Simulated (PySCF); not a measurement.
Structure problem from calculated spectra and properties.

Formula: C6H11OP.

| Item | Value |
| --- | --- |
| NMR, other nuclei | isotropic shieldings of nuclei other than C and H, by class: 284 (1 O), 393 (1 P) ppm [GIAO PBE0/pcSseg-1] |
| Dipole | 0.90 D [PBE0/pcSseg-1] |
| 13C NMR | chemical shifts (computed TMS as zero) by class: 153.5 (1 C), 135.3 (1 C), 70.2 (2 C), 33.5 (2 C) ppm [GIAO PBE0/pcSseg-1] |
| 1H NMR | chemical shifts (computed TMS as zero) by class: 6.79 (1 H), 6.12 (1 H), 5.85 (1 H), 3.95 (4 H), 1.67 (4 H) ppm [GIAO PBE0/pcSseg-1] |
| Rotational structure | rotational constants A, B, C: 3.674, 1.158, 0.980 GHz [GFN2-xTB] |

The electronic properties come from PySCF, for the isolated species, density fitting. Levels stand in brackets. The structure is a single GFN2-xTB conformer in the gas phase; no vibrational or solvent corrections. GFN2-xTB frequencies show an imaginary mode (52i cm⁻¹), so this geometry is no minimum at that level. Each NMR value is the plain mean over a class of atoms that symmetry, rotation or inversion makes alike.

Task: What is the compound? Reason from the data.

Result: Numbering: `[CH2:1]=[CH:2][P:3]1[CH2:4][CH2:5][O:6][CH2:7][CH2:8]1`. 6 carbons fall into 4 classes; from least to most shielded: alkene CH carbon [C2] (153.5 ppm), terminal =CH2 carbon [C1] (135.3 ppm), ring sp3 carbon bound to oxygen [C5/C7] (70.2 ppm, 2 C), ring sp3 carbon bound to phosphorus [C4/C8] (33.5 ppm, 2 C, up to 3.7 ppm apart in this geometry). Hydrogen classes from least to most shielded: 1 H on an alkene CH carbon, C2 (6.79 ppm), 1 H on a terminal =CH2 carbon, C1 (6.12 ppm), 1 H on a terminal =CH2 carbon, C1 (5.85 ppm), 4 H on 2 like atoms (sp3 carbon bound to oxygen), C5/C7 (3.95 ppm, a mean of values up to 0.8 ppm apart in this geometry), 4 H on 2 like atoms (sp3 carbon bound to phosphorus), C4/C8 (1.67 ppm). The other shieldings belong to: 284 ppm, cyclic ether oxygen [O6]; 393 ppm, phosphine phosphorus [P3]. The optimised geometry has point group C1 and is an asymmetric top. Structure: `C=CP1CCOCC1`. Computed isomers that give other values at the same levels: `C=C[C@@H]1C[P@H](=O)[C@@H]1C` (13C chemical shifts (computed TMS as zero) by class: 147.6 (1 C), 123.6 (1 C), 52.3 (1 C), 43.2 (1 C), 33.3 (1 C), 9.9 (1 C) ppm); `C#CP(C)CCCO` (13C chemical shifts (computed TMS as zero) by class: 99.0 (1 C), 93.8 (1 C), 68.8 (1 C), 36.0 (1 C), 32.7 (1 C), 18.1 (1 C) ppm); `O=[P@]12CC[C@H](CC1)C2` (13C chemical shifts (computed TMS as zero) by class: 31.3 (2 C), 31.1 (1 C), 29.8 (1 C), 22.8 (2 C) ppm). The assignments are read from this structure; whether some other isomer fits the data as well wasn't checked.
